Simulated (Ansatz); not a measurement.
Geometry optimisation, RKS r2SCANh/def2-SVP in Ansatz.

Input file:

```yaml
crystal:
  periodic: [false, false, false]
  atoms:
    - { symbol: B, position_ang: [-1.4656, 0.1978, 0.5293] }
    - { symbol: O, position_ang: [0.2791, 0.2636, 0.4594] }
    - { symbol: C, position_ang: [1.1114, -0.4707, -0.3935] }
    - { symbol: O, position_ang: [-1.6057, 1.428, 0.258] }
    - { symbol: H, position_ang: [-0.3295, 1.3584, 0.1919] }
    - { symbol: H, position_ang: [-2.0161, -0.7781, 0.7975] }
    - { symbol: H, position_ang: [2.1214, -0.0558, -0.3338] }
    - { symbol: H, position_ang: [0.7658, -0.4264, -1.4336] }
    - { symbol: H, position_ang: [1.1391, -1.5168, -0.0753] }
basis:
  gaussian: { orbitals: def2-SVP }
hamiltonian:
  xc: r2scanh
relax:
  f_tol: 0.15
  max_steps: 25
  restrain:
    - { distance: [4, 1], at: 0.97, k: 30.0 }
    - { distance: [0, 1], at: 2.8, k: 30.0 }
    - { distance: [4, 3], at: 2.27, k: 30.0 }
```

Run as:

```bash
$ ansatz run input.yaml --threads 2 --pin off --max-ram 3072MiB --backend cpu --events-out ev --progress --plain --runs-dir out
```

**Question.** Where does it end, and by what steps?

**Answer.** It converged. The restraints hold the end off the free minimum. After 9 steps the energy has fallen by 0.549 eV (the restraints' own energy left out); H5 moved furthest, 0.72 Å. Parted: B1–O2. Joined: O2–H5.

| step | energy less start (eV) | largest force component (eV/Å) | accepted |
| --- | --- | --- | --- |
| 0 | 0.0000 | 2.780 | yes |
| 1 | 0.4137 | 4.257 | yes |
| 2 | -0.0595 | 2.701 | yes |
| 3 | -0.2060 | 2.020 | yes |
| 4 | -0.4332 | 1.882 | yes |
| 5 | -0.5058 | 0.374 | yes |
| 6 | -0.5273 | 0.166 | yes |
| 7 | -0.5127 | 1.130 | no |
| 8 | -0.5392 | 0.170 | yes |
| 9 | -0.5490 | 0.161 | yes |

```xyz
9
Properties=species:S:1:pos:R:3
B -2.146 0.325 0.507
O 0.640 0.186 0.686
C 1.262 -0.415 -0.422
O -1.929 1.378 -0.036
H 0.273 1.036 0.403
H -2.420 -0.701 1.028
H 2.221 0.071 -0.684
H 0.621 -0.418 -1.322
H 1.478 -1.461 -0.160
```

Run time: 10 s on 2 threads of Intel(R) Xeon(R) 6975P-C (Granite Rapids), with other jobs on the host, peak memory 0.18 GiB.
